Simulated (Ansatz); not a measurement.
CH8AlNSi2 can be A, `C=N[SiH2][AlH][SiH3]`, or B, `C=[N][Al]([SiH3])[SiH3]`.

Isolated molecules relaxed with PBE0-D4/def2-TZVP in Ansatz; ΔE leaves out vibrations. CBS: MP2 limit from def2 TZ/QZ plus the TZ coupled-cluster correction, frozen cores. Functionals use def2-TZVPP. B3LYP here is the variant with VWN-RPA as its local correlation; programs differ in this. One conformer a species, not always the lowest.

A:

```xyz
13

C     1.423   -0.169   -2.076
N     1.048    0.728   -1.279
Si    1.520    0.850    0.402
Al   -0.513    0.414    1.721
Si   -2.373   -0.732    0.596
H     2.133   -0.971   -1.816
H     1.046   -0.189   -3.105
H     2.628   -0.109    0.742
H     2.054    2.227    0.597
H    -0.615    0.863    3.244
H    -1.871   -1.750   -0.371
H    -3.309   -1.420    1.530
H    -3.170    0.258   -0.187
```

B:

```xyz
13

C    -0.5949   -1.3970    2.4102
N    -0.3351   -0.7871    1.3584
Al    0.0299    0.0706   -0.1217
Si    0.6598   -1.3234   -2.0346
Si   -0.1544    2.5109   -0.0140
H    -1.6096   -1.7452    2.6544
H     0.1735   -1.6271    3.1633
H     1.9974   -0.9349   -2.5691
H     0.7159   -2.7709   -1.6847
H    -0.3118   -1.1671   -3.1561
H    -0.6510    2.9819    1.3097
H    -1.0861    3.0289   -1.0577
H     1.1665    3.1604   -0.2579
```

(1) Which isomer does CCSD(T)/CBS put lower? Give the gap. (An estimate is asked.)

(2) Give E(B) − E(A) in kJ/mol with MP2/def2-TZVPP, B3LYP-D4, r2SCAN-D4, PBE0-D4, CCSD/def2-TZVPP, CCSD(T)/def2-TZVPP, PBE-D4. (Best estimate.)

Largest T1 diagnostic: 0.016.

## Answers

(1) The calculation gave: B, by 60.6 kJ/mol.

(2) Computed: MP2/def2-TZVPP -62.3, B3LYP-D4 -64.5, r2SCAN-D4 -68.8, PBE0-D4 -62.6, CCSD/def2-TZVPP -61.3, CCSD(T)/def2-TZVPP -62.5, PBE-D4 -66.3. None reverses the order clearly.

The D4 term adds +3.3 kJ/mol with B3LYP and +1.7 kJ/mol with PBE0; it sums over pairs of atoms, weighted by their polarisabilities, and B3LYP, whose exchange is more repulsive, gets the larger term. From PBE to PBE0 (25 % exact exchange), in def2-TZVPP and without D4, E(B) − E(A) moves by +4.1 kJ/mol.
